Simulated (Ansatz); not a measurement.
Relaxation of CH$_{4}$AlBO (8 atoms, charge 0, multiplicity 1), to a largest force component of 0.02 eV/Å in at most 50 steps.

All numbers below come from RKS BLYP-D4/def2-SVP (Ansatz).

```xyz
8
Properties=species:S:1:pos:R:3:forces:R:3
B -0.240 0.987 -0.470 0.28 -0.62 0.35
C 0.836 0.140 0.320 -0.10 -0.29 0.06
O 0.262 -1.191 0.554 0.50 -0.73 0.49
Al -1.214 -0.849 -0.227 -1.12 0.32 -0.61
H -0.066 2.094 -0.800 0.01 1.01 -0.37
H 1.106 0.551 1.298 0.25 0.60 0.54
H 1.779 -0.006 -0.217 0.69 0.24 -0.43
H -2.464 -1.727 -0.457 -0.51 -0.53 -0.03
```

**Question.** Where does it end, and by what steps?

**Answer.** The run converged. After 6 steps the energy has fallen by 0.171 eV; H8 moved furthest, 0.12 Å.

```csv
step,energy less start (eV),largest force component (eV/Å),accepted
0,0.0000,1.116,yes
1,-0.1388,0.807,yes
2,-0.1694,0.150,yes
3,-0.1703,0.092,yes
4,-0.1706,0.020,yes
5,-0.1706,0.020,no
6,-0.1706,0.001,yes
```

```xyz
8
Properties=species:S:1:pos:R:3
B -0.188 1.000 -0.452
C 0.860 0.119 0.338
O 0.229 -1.197 0.543
Al -1.294 -0.830 -0.269
H -0.057 2.147 -0.815
H 1.143 0.583 1.318
H 1.826 0.016 -0.221
H -2.519 -1.838 -0.442
```

Time of the run: 20 s on 1 thread of Arm Neoverse V1, with other jobs on the host, peak memory 0.14 GiB.
